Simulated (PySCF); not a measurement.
## From computed data to an observable: refractive index and permittivity of the vapour

C3H5ClOSi, SMILES Cl[Si@@H]1C=COC1.

Coordinates come from a r2SCAN-D4/def2-SVP optimisation. The structure was generated by enumeration; whether it is a known compound was not checked. The values are those of a single conformer.

B3LYP/def2-TZVP run with PySCF gives a mean static polarisability of 72.2 bohr³ and a dipole moment of 1.53 D. Take an ideal gas at 298.15 K and 0.01 bar, whether or not the substance is that volatile.

Q: Work out n − 1 in the optical limit and the static ε − 1.

A: 
Polarisability volume α' = 72.2 × 0.148185 = 10.70 Å³. Number density N = p/kT = 2.43e-7 Å⁻³.
Dilute limit of Lorentz–Lorenz: n − 1 = 2π N α' = 1.6e-5.
Orientation term of Debye: μ²/(3kT) = 8.098 Å³ × μ²(D²) = 18.96 Å³.
ε − 1 = 4π N (α' + μ²/3kT) = 9.1e-5. Orientation of the dipole supplies 64 % of the static response; it can't follow optical fields. Vibrational polarisation and dispersion are left out.
